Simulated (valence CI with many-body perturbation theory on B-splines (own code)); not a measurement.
Energy levels of Mn IV

Level of theory: valence CI with perturbative core correlation (CI+MBPT): four valence electrons over a frozen Dirac-Fock core [Ar], radial functions for each j: 7 s, 7 p, 8 d, 6 f, 4 g, 1 h, with the one-electron correlation potential Σ1, the two-electron term Σ2, the three-electron term Σ3, Breit, model QED; selected CI, second order for the rest, scaled by the run's own slope (own B-spline code, finite nucleus).

Against 66 measured levels this calculation errs by 3123 cm⁻¹ on average and by 5064 at most. These come from a selection out of Corliss and Sugar, J. Phys. Chem. Ref. Data 6, 1253 (1977). Levels without a partner in it may be off by more, other configurations by 1,000 to 8,000 cm⁻¹. Among the levels kept, up to 290 cm⁻¹ of a level comes from second order outside the variational space, and about a tenth of that is noise between levels of different J, which matters for small intervals.

Levels 91 to 135 of 220, with energies above the lowest level, 3d⁴ ⁵D_0. "Leading %" is the weight of the configuration and term that name the level; weights of strongly mixed levels are sums over their largest components and can fall short. In the jj column 3d3/2^4 stands for four electrons in 3d with j = 3/2. Lifetimes count E1, E2, E3, M1 and M2 decay at the calculated energies, and are blank where another channel may lead or the interval is too uncertain; long ones can be off by a factor of two.

| No. | Configuration | Term | J | E (eV) | Leading % | Lifetime | Leading jj |
| --- | --- | --- | --- | --- | --- | --- | --- |
| 91 | 3d³4p | ³G° | 5 | 21.230 | 93 | 384 ps | 3d5/2^3 4p3/2 (34 %) |
| 92 | 3d³4s | ³D | 1 | 21.236 | 98 | 153 μs | 3d3/2 3d5/2^2 4s (86 %) |
| 93 | 3d³4p | ³F° | 2 | 21.399 | 96 | 398 ps | 3d3/2^2 3d5/2 4p3/2 (38 %) |
| 94 | 3d³4p | ³F° | 3 | 21.454 | 95 | 396 ps | 3d3/2 3d5/2^2 4p3/2 (47 %) |
| 95 | 3d³4p | ³F° | 4 | 21.516 | 96 | 392 ps | 3d3/2 3d5/2^2 4p3/2 (36 %) |
| 96 | 3d³4s | ¹D | 2 | 21.670 | 97 | 181 μs | 3d3/2 3d5/2^2 4s (44 %) |
| 97 | 3d³4p | ⁵P° | 1 | 22.366 | 96 | 267 ps | 3d3/2^2 3d5/2 4p1/2 (30 %) |
| 98 | 3d³4p | ⁵P° | 2 | 22.408 | 93 | 271 ps | 3d3/2 3d5/2^2 4p1/2 (35 %) |
| 99 | 3d³4p | ⁵P° | 3 | 22.473 | 97 | 265 ps | 3d3/2 3d5/2^2 4p3/2 (40 %) |
| 100 | 3d³4p | ³P° | 0 | 22.483 | 53 | 879 ps | 3d3/2^2 3d5/2 4p1/2 (59 %) |
| 101 | 3d³4p | ³P° | 1 | 22.515 | 51 | 851 ps | 3d3/2^2 3d5/2 4p1/2 (44 %) |
| 102 | 3d³4p | ³H° | 4 | 22.528 | 95 | 1.12 ns | 3d3/2^2 3d5/2 4p1/2 (40 %) |
| 103 | 3d³4p | ³P° | 2 | 22.531 | 70 | 747 ps | 3d3/2^2 3d5/2 4p1/2 (31 %) |
| 104 | 3d³4p | ³H° | 5 | 22.601 | 92 | 1.03 ns | 3d3/2^2 3d5/2 4p1/2 (31 %) |
| 105 | 3d³4p | ⁵D° | 0 | 22.628 | 56 | 873 ps | 3d3/2^2 3d5/2 4p3/2 (46 %) |
| 106 | 3d³4p | ⁵D° | 1 | 22.650 | 51 | 791 ps | 3d3/2 3d5/2^2 4p3/2 (53 %) |
| 107 | 3d³4p | ⁵D° | 2 | 22.653 | 74 | 963 ps | 3d3/2^2 3d5/2 4p3/2 (33 %) |
| 108 | 3d³4p | ⁵D° | 3 | 22.684 | 96 | 1.17 ns | 3d3/2^2 3d5/2 4p3/2 (29 %) |
| 109 | 3d³4p | ³H° | 6 | 22.710 | 97 | 1.18 ns | 3d5/2^3 4p3/2 (35 %) |
| 110 | 3d³4p | ⁵D° | 4 | 22.767 | 98 | 1.19 ns | 3d3/2 3d5/2^2 4p3/2 (61 %) |
| 111 | 3d³4p | ³G° | 3 | 22.782 | 88 | 276 ps | 3d3/2^2 3d5/2 4p1/2 (33 %) |
| 112 | 3d³4p | ³G° | 4 | 22.837 | 91 | 278 ps | 3d3/2^2 3d5/2 4p3/2 (34 %) |
| 113 | 3d³4p | ³G° | 5 | 22.875 | 89 | 284 ps | 3d3/2^2 3d5/2 4p3/2 (32 %) |
| 114 | 3d³4p | ³F° | 4 | 22.955 | 48 | 323 ps | 3d3/2^2 3d5/2 4p1/2 (41 %) |
| 115 | 3d³4p | ¹S° | 0 | 22.979 | 86 | 1.43 ns | 3d5/2^3 4p3/2 (40 %) |
| 116 | 3d³4p | ³F° | 2 | 22.998 | 95 | 340 ps | 3d3/2^2 3d5/2 4p3/2 (41 %) |
| 117 | 3d³4p | ³F° | 3 | 22.999 | 80 | 328 ps | 3d3/2 3d5/2^2 4p3/2 (38 %) |
| 118 | 3d³4p | ³F° | 4 | 23.092 | 45 | 321 ps | 3d3/2^2 3d5/2 4p3/2 (43 %) |
| 119 | 3d³4p | ¹H° | 5 | 23.132 | 90 | 788 ps | 3d3/2 3d5/2^2 4p3/2 (32 %) |
| 120 | 3d³4p | ¹F° | 3 | 23.154 | 82 | 501 ps | 3d5/2^3 4p3/2 (34 %) |
| 121 | 3d³4p | ³P° | 1 | 23.230 | 87 | 350 ps | 3d3/2^3 4p1/2 (23 %) |
| 122 | 3d³4p | ³P° | 0 | 23.232 | 94 | 372 ps | 3d3/2 3d5/2^2 4p3/2 (33 %) |
| 123 | 3d³4p | ¹D° | 2 | 23.253 | 52 | 719 ps | 3d3/2 3d5/2^2 4p3/2 (21 %) |
| 124 | 3d³4p | ⁵S° | 2 | 23.267 | 71 | 1.08 ns | 3d3/2 3d5/2^2 4p3/2 (31 %) |
| 125 | 3d³4p | ³H° | 4 | 23.354 | 89 | 322 ps | 3d3/2 3d5/2^2 4p3/2 (28 %) |
| 126 | 3d³4p | ³H° | 5 | 23.365 | 96 | 321 ps | 3d3/2 3d5/2^2 4p1/2 (33 %) |
| 127 | 3d³4p | ³P° | 2 | 23.370 | 75 | 383 ps | 3d5/2^3 4p3/2 (26 %) |
| 128 | 3d³4p | ³D° | 1 | 23.382 | 94 | 451 ps | 3d3/2^2 3d5/2 4p3/2 (31 %) |
| 129 | 3d³4p | ³H° | 6 | 23.399 | 96 | 323 ps | 3d3/2 3d5/2^2 4p3/2 (45 %) |
| 130 | 3d³4p | ³D° | 2 | 23.478 | 79 | 485 ps | 3d3/2 3d5/2^2 4p3/2 (44 %) |
| 131 | 3d³4p | ³D° | 3 | 23.529 | 86 | 383 ps | 3d3/2 3d5/2^2 4p3/2 (40 %) |
| 132 | 3d³4p | ³I° | 5 | 23.610 | 94 | 1.06 ns | 3d3/2 3d5/2^2 4p1/2 (28 %) |
| 133 | 3d³4p | ¹P° | 1 | 23.624 | 58 | 289 ps | 3d3/2 3d5/2^2 4p1/2 (22 %) |
| 134 | 3d³4p | ³F° | 2 | 23.629 | 60 | 333 ps | 3d3/2 3d5/2^2 4p1/2 (31 %) |
| 135 | 3d³4p | ³S° | 1 | 23.644 | 83 | 278 ps | 3d3/2 3d5/2^2 4p3/2 (33 %) |

Names give the largest LS component (configuration and term), which can be under half, so a name can repeat, a term be missing and a line seem to break the LS rules; names also repeat where a configuration has a term twice.

Where two levels of one J and parity lie close, their mixing, g and order are uncertain.
